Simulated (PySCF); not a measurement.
CH8N2OSi, SMILES CN[Si@@H](N)O. Atoms are numbered in the order given.

```xyz
13

C      2.0500    -0.5758     1.1112
N      1.1737     0.1881     0.2477
Si    -0.5248    -0.0120     0.0519
N     -1.1385     1.5182    -0.4215
O     -1.0855    -1.0105    -1.1721
H      1.4528    -1.1021     1.8733
H      2.7639     0.0700     1.6548
H      2.6424    -1.3440     0.5760
H      1.6570     0.7404    -0.4553
H     -0.9651    -0.6270     1.3437
H     -2.0187     1.5974    -0.9180
H     -0.8819     2.3703     0.0624
H     -1.1652    -1.9417    -0.9376
```

Geometry: B3LYP-D3(BJ)/def2-SVP. The structure was generated by enumeration; whether it is a known compound was not checked. One conformer was computed; it need not be the lowest.

The numbers are results of SMD-B3LYP/def2-SVP (PySCF), not measurements.

Solvation free energies are E(SMD) − E(gas) at the gas-phase geometry, for 1 M in both phases. In vacuum the dipole moment is 0.78 D.

Q: Estimate the solvation free energies in water, chloroform, cyclohexanone. (An estimate is asked for; the answer gives what the named calculation found.)

A: 
```tsv
solvent	ΔG(solv) (kcal/mol)	its non-electrostatic (CDS) part	dipole (D)
water	-4.7	4.1	1.05
chloroform	-4.5	0.4	0.88
cyclohexanone	-4.4	0.9	0.89
```
